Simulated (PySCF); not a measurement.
C₅H₁₂NSi (doublet state).
Geometry (GFN2-xTB, Å), atoms numbered from 1 in this order:
```xyz
19
C5H12NSi angstrom
C     -1.788    1.200    0.315
C     -1.959   -0.184    0.799
C     -1.490   -1.326   -0.003
C      0.022   -1.637    0.233
C      0.899   -0.570   -0.317
N      1.735    0.038    0.392
Si     2.866    1.296    0.117
H     -0.737    1.511    0.395
H     -2.059    1.282   -0.739
H     -2.384    1.901    0.894
H     -2.178   -0.345    1.841
H     -2.045   -2.229    0.263
H     -1.628   -1.129   -1.069
H      0.252   -2.572   -0.285
H      0.217   -1.760    1.298
H      0.749   -0.360   -1.387
H      2.958    1.820   -1.254
H      2.419    2.362    1.013
H      4.141    0.708    0.517
```

The hyperfine couplings belong to this conformer and change with its torsions.

As a line formula: `C[CH]CC/C=N/[SiH3]` [radical].

Computed with UKS B3LYP, pcH-1 on C H N Si, non-relativistic, mean-field spin-orbit, GIAO in PySCF 2.14.0. Isolated species at its GFN2-xTB geometry (one conformer only). A GFN2-xTB geometry isn't a minimum of the functional, and hyperfine couplings can be far from their values at a DFT geometry. The SCF solution wasn't tested for stability.

Q: What is the g tensor, term by term?

A: 
```tsv
Δg (ppm)	1	2	3
relativistic mass correction	-144	-144	-144
gauge correction	-1	24	23
orbital Zeeman/spin–orbit	-26	518	704
total	-172	398	583
```

So g = 2.00215, 2.00272, 2.00290 and g_iso = 2.00259; the tensor is rhombic: the two nearest values differ by 25 % of g3 − g1. 

Q: Average each term over the three axes. Which is largest in size?

A: The orbital-Zeeman/spin–orbit term 399, the mass correction -144 and the gauge correction 15 ppm, for a total of 270 ppm. The orbital-Zeeman/spin–orbit term is the largest in size. The mass correction is the same along every axis, so the anisotropy comes from the other two: their spans along these axes are 25 (gauge) and 730 ppm (orbital Zeeman/spin–orbit).

Q: What effective moment and Curie constant follow for a powder?

A: With the mean of g² = 4.0104 and S(S+1) = 0.75: μ_eff = √(⟨g²⟩S(S+1)) = 1.734 μB and χT = 0.12505·⟨g²⟩·S(S+1) = 0.376 cm³ K/mol (cgs; spin-Hamiltonian part alone).

Q: In a frozen sample, at which fields do the three g values resonate at 9.5, 34, 94 and 263 GHz (hyperfine left aside), and which band first spreads them over more than twice a line width of 0.5 mT?

A: 
```json
{"band": "X", "GHz": "9.5", "B(g3) mT": "338.89", "B(g2) mT": "338.92", "B(g1) mT": "339.01", "spread mT": "0.13"}
{"band": "Q", "GHz": "34.0", "B(g3) mT": "1212.85", "B(g2) mT": "1212.96", "B(g1) mT": "1213.31", "spread mT": "0.46"}
{"band": "W", "GHz": "94.0", "B(g3) mT": "3353.18", "B(g2) mT": "3353.49", "B(g1) mT": "3354.44", "spread mT": "1.26"}
{"band": "J", "GHz": "263.0", "B(g3) mT": "9381.76", "B(g2) mT": "9382.63", "B(g1) mT": "9385.30", "spread mT": "3.53"}
```

The spread grows in proportion to the frequency. W band is the first where it exceeds 1.0 mT.

Largest spin populations (Mulliken): C2 (+1.02), C1 (-0.08), C3 (-0.08) and H8 (+0.06). No atom but C2 exceeds +0.15. The positive populations add up to 1.21 and the negative ones to -0.21, together 2S = 1. The angles at C2 add up to 357.9°, so it is nearly planar; its axial dipolar tensor and the negative coupling of its proton fit spin in a p orbital normal to that plane.

The HOMO–LUMO gaps are 4.43 eV among the α and 5.22 eV among the β orbitals.
